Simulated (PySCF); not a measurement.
Geometry (Å), atoms numbered from 1 in this order:
```xyz
19

C    -1.233   -1.053    1.654
C    -0.226   -0.289    1.266
C     0.024    0.065   -0.151
O    -1.025   -0.151   -1.043
C    -2.046    0.824   -0.973
C     1.007    1.144   -0.481
C     1.393   -0.289   -0.768
C     2.417   -0.924    0.054
O     2.801   -0.663    1.143
F     2.989   -1.972   -0.616
H    -1.396   -1.289    2.691
H    -1.924   -1.474    0.943
H     0.484    0.114    1.972
H    -2.793    0.526   -1.706
H    -2.500    0.857    0.022
H    -1.665    1.820   -1.222
H     0.815    1.773   -1.337
H     1.521    1.627    0.336
H     1.347   -0.637   -1.791
```

Non-relativistic, one conformer, equivalent nuclei averaged, no solvent model. Structure optimised with GFN2-xTB; NMR shieldings at PBE0/pcSseg-1/GIAO; PySCF 2.14.0 with density-fitted response routines.

List the cross peaks expected in HSQC, COSY and HMBC spectra.

Results:



HSQC (one-bond C–H):
```tsv
δH	δC
6.07 (H13)	140.9 (C2)
6.00 (H12)	125.5 (C1)
5.88 (H11)	125.5 (C1)
3.42 (H14/H15/H16)	56.5 (C5)
2.34 (H19)	32.4 (C7)
1.75 (H17)	27.4 (C6)
1.39 (H18)	27.4 (C6)
```

COSY cross peaks (H two or three bonds apart, from the bond graph; peaks can be absent where the dihedral angle is near 90°):
```tsv
δH	δH
6.07 (H13)	6.00 (H12)
6.07 (H13)	5.88 (H11)
6.00 (H12)	5.88 (H11)
2.34 (H19)	1.75 (H17)
2.34 (H19)	1.39 (H18)
1.75 (H17)	1.39 (H18)
```

HMBC (two and three bonds, from the bond graph):
```tsv
δH	δC
6.07 (H13)	125.5 (C1), 74.4 (C3), 32.4 (C7), 27.4 (C6)
6.00 (H12)	140.9 (C2), 74.4 (C3)
5.88 (H11)	140.9 (C2), 74.4 (C3)
3.42 (H14/H15/H16)	74.4 (C3)
2.34 (H19)	172.1 (C8), 140.9 (C2), 74.4 (C3), 27.4 (C6)
1.75 (H17)	172.1 (C8), 140.9 (C2), 74.4 (C3), 32.4 (C7)
1.39 (H18)	172.1 (C8), 140.9 (C2), 74.4 (C3), 32.4 (C7)
```

References, each an isolated molecule treated in the same way: $^{1}$H (31.72 ppm), $^{13}$C (186.93 ppm) against TMS.

Short H···H contacts in this conformer between protons four or more bonds apart (candidates for NOE cross peaks, intensity ∝ r⁻⁶): H13···H18 2.46 Å, H16···H17 2.48 Å, H12···H15 2.57 Å.

Shifts are as computed. Against solution values, carbons near 30 ppm lie about +3 ppm off and those near 130 ppm about +5 ppm. Of 1211 compounds with measured shifts, 218 miss one by over three times the rms of a fit or turn the order of signals round; such compounds aren't used in these exercises.
